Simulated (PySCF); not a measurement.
Stepwise substitution at one centre (In F-CH3). Gas-phase values, no solvent. Strings in code marks are SMILES.

The LUMO from two functionals at the same geometries (B3LYP-D3(BJ)/def2-TZVP), both in PySCF: PBE-D3(BJ)/def2-TZVP and B3LYP-D3(BJ)/def2-TZVP. B3LYP has the VWN-RPA correlation part, as in Gaussian. 

| species | B3LYP-D3(BJ)/def2-TZVP (eV) |
|---|---|
| 0 of 3 F replaced by CH3 (`[F][In]([F])[F]`) | -3.94 |
| 1 of 3 F replaced by CH3 (`[CH3][In]([F])[F]`) | -2.16 |
| 2 of 3 F replaced by CH3 (`[CH3][In]([CH3])[F]`) | -1.34 |
| 3 of 3 F replaced by CH3 (`[CH3][In]([CH3])[CH3]`) | -1.18 |

Task: What does PBE-D3(BJ)/def2-TZVP give for each?

Result: 
- 0 of 3 F replaced by CH3 (`[F][In]([F])[F]`): -4.47
- 1 of 3 F replaced by CH3 (`[CH3][In]([F])[F]`): -2.70
- 2 of 3 F replaced by CH3 (`[CH3][In]([CH3])[F]`): -1.74
- 3 of 3 F replaced by CH3 (`[CH3][In]([CH3])[CH3]`): -1.61
Over these rows, drawn at random from the members with no instability flagged (it was tested for open shells, ions and some series alone), PBE minus B3LYP-D3(BJ): mean -0.48 eV, from -0.54 eV to -0.41 eV.
